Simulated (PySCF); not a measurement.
Calculated NMR data

PySCF 2.14.0 with density-fitted response routines calculation with geometry: GFN2-xTB and σ from GIAO-PBE0/pcSseg-1; non-relativistic Hamiltonian, one computed conformer, no solvent, one averaged value for each set of equivalent atoms.

Referencing at the same level of theory: ¹H and ¹³C against TMS. Where no couplings were computed, multiplicities follow the n + 1 count of equivalent neighbours, and m marks all less simple cases (inequivalent or close neighbours, rings, F or P nearby). Shifts are as computed. Against solution values, carbons near 30 ppm lie about +3 ppm off and those near 130 ppm about +5 ppm. Of 1211 compounds with measured shifts, 218 miss one by over three times the rms of a fit or turn the order of signals round; such compounds aren't used in these exercises. OH and NH positions are gas-phase values without hydrogen bonding to other molecules.

**1.** 2-acetylpyridine (SMILES C1=NC(C(C)=O)=CC=C1). ¹H NMR (400 MHz, computed): δ 8.98 (d, 1H), 8.46 (d, 1H), 8.14 (m, 1H), 7.57 (m, 1H), 2.90 (s, 3H). ¹³C{¹H} NMR (computed): δ 205.7 (C), 157.3 (C), 154.2 (CH), 142.8 (CH), 132.5 (CH), 127.8 (CH), 30.0 (CH3).

**2.** `C(/C#N)=C/C=C=CCO`, C$_{7}$H$_{7}$NO. ¹H NMR (400 MHz, computed): δ 6.73 (m, 1H), 6.20 (m, 1H), 5.94 (m, 1H), 5.29 (d, 1H), 4.72 (m, 2H), 4.35 (br s, 1H). ¹³C{¹H} NMR (computed): δ 224.8 (C), 154.7 (CH), 125.5 (C), 105.0 (CH), 99.1 (CH), 93.3 (CH), 67.6 (CH2).
